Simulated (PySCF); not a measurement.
Al(F)2(SH) (AlF2HS), SMILES [F][Al]([F])[SH]. Atoms are numbered in the order given.

```xyz
5

Al    -0.0039    -0.4535     0.0000
F     -1.3880    -1.3580     0.0000
F      1.4618    -1.2232     0.0000
S     -0.1155     1.7061     0.0000
H      1.2343     1.8291     0.0000
```

Geometry: B3LYP-D3(BJ)/def2-SVP. The values are those of a single conformer.

Computed with B3LYP-D3(BJ)/def2-SVP run with PySCF 2.14.0.

Frequencies are harmonic and unscaled.

Computed harmonic wavenumbers and intensities:
| mode | ν (cm⁻¹) | IR (km/mol) | moving atoms (share of kinetic energy) |
|---|---|---|---|
| 1 | 161 | 11.0 | F 56 %, S 21 %, Al 18 % |
| 2 | 230 | 34.0 | F 73 %, S 19 % |
| 3 | 252 | 23.7 | Al 49 %, H 31 %, F 19 % |
| 4 | 257 | 67.6 | H 64 %, Al 21 %, F 9 % |
| 5 | 478 | 28.4 | S 41 %, F 30 %, Al 25 % |
| 6 | 665 | 4.3 | H 89 % |
| 7 | 827 | 152.8 | F 57 %, Al 40 % |
| 8 | 967 | 113.2 | Al 52 %, F 47 % |
| 9 | 2663 | 0.5 | H 97 % |
